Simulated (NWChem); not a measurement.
Species: AgCl; SMILES [Cl][Ag]

```xyz
2

Ag     0.0000     0.0000    -0.6322
Cl     0.0000     0.0000     1.6685
```
Atoms are numbered in this order, from 1.

Results from NWChem. Geometry: optimised at PBE-D3(BJ)/def2-SVP. def2 effective core potentials on Ag; no spin-orbit coupling. Vertical excitations in the gas phase; the lowest state need not have the same character in each row.

For level B3LYP/def2-SVPD, full TDDFT:

```yaml
lowest excitation, singlet (eV): 2.75
lowest state with f > 0.02, singlet (eV): 3.56
orbital gap (eV): 3.75
```

**Question.** What are these values for level BHandHLYP/def2-SVPD, full TDDFT?

**Answer.** The lowest excitation, singlet (eV) is 3.54 and the lowest state with f > 0.02, singlet (eV) is 3.98. The orbital gap (eV) is 6.12.
